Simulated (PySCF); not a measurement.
Computed properties of ClHO₂SW, SMILES [O]=[W]([Cl])(=[O])[SH], multiplicity 1

ClHO2SW, SMILES [Cl][W](=[O])([SH])=[O], multiplicity 1. Coordinates come from a B3LYP-D3(BJ)/def2-SVP optimisation. The spin state was assumed, not searched. The structure was generated by enumeration; whether it is a known compound was not checked. The def2 effective core potentials stand for the cores of W; spin–orbit coupling is left out. Other conformers were not sampled. All values are computed for the isolated molecule unless a solvent is named; none is compared with measurement here.

**Structure.** All 12 harmonic modes at B3LYP-D3(BJ)/def2-SVP (PySCF) are real, so it is a minimum. With heavy atoms numbered as in [W:1](=[O:2])(=[O:3])([Cl:4])[SH:5], the shortest bond between them is W1–O3 at 1.707 Å and the longest W1–S5 at 2.350 Å.

**Vibrations.** The strongest infrared lines (harmonic, unscaled, degenerate partners summed) lie at 998 cm⁻¹ (145 km/mol, O 89 %, W 11 %), 1035 cm⁻¹ (84 km/mol, O 94 %), 412 cm⁻¹ (55 km/mol, Cl 72 %, W 21 %). The softest mode is at 113 cm⁻¹ and the zero-point energy is 10.6 kcal/mol.

**Electronic structure.** ωB97X/def2-TZVP (PySCF) places the frontier levels at -11.08 and -1.19 eV, a gap of 9.89 eV, and gives a dipole moment of 2.57 D and a mean polarisability of 73.8 bohr³. PBE/def2-TZVP (PySCF) at the same geometry gives -7.53 and -3.79 eV, so its gap is 6.15 eV narrower. An orbital gap is neither the optical nor the fundamental gap.

**Excitations.** TDA-M06-2X/def2-SVPD (PySCF) has S1 at 4.71 eV (263 nm, f = 0.060, bright); the most intense of the 10 singlets computed lies at 4.71 eV (f = 0.06). T1 (TDA) is at 3.92 eV, 0.79 eV under S1. TDA-PBE/def2-SVPD (PySCF) puts S1 at 4.15 eV. No vertical singlet excitation falls in the visible range (under 3.1 eV).
